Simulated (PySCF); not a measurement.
# SeN⁺: from constants to spectrum

RHF-CCSD(T) constants of SeN⁺, ¹Σ⁺ (singlet), closed shell (Se pcseg-1, N pcseg-1; no relativity (PySCF 2.14); masses 79.9165 and 14.0031 u):

* ωe: 1049.3 cm⁻¹
* ωexe: 6.68 cm⁻¹
* Be: 0.54168 cm⁻¹
* αe: 0.00408 cm⁻¹
* D (centrifugal): 5.77e-07 cm⁻¹
* De to Se⁺ + N: 3.59 eV

Question: Estimate the standard entropy (1 bar) and heat capacity of the ideal gas at 1000 K, rigid rotor with B0 and harmonic oscillator at the fundamental.

Answer: Translation (Sackur–Tetrode, M = 93.92 u): 190.7 J/(mol K). Rotation: q = kT/(σB0) = 1290 with σ = 1, 67.9. Vibration: x = hcν0/kT = 1.49, 5.73. S° = 264.2 J/(mol K); Cp = 7R/2 + 6.93 = 36.0 J/(mol K).

Correlated steps freeze 10 core orbitals. Correlated levels converge slowly with the basis: in double zeta they bind strong bonds too weakly, by up to about 1 eV, and carry superposition errors of some tenths. For an ion De counts to the pair picked by the measured ionisation energies or electron affinities, which need not be the lowest pair at this level. Where the molecule has an RHF reference, its open-shell atoms are computed with UHF.
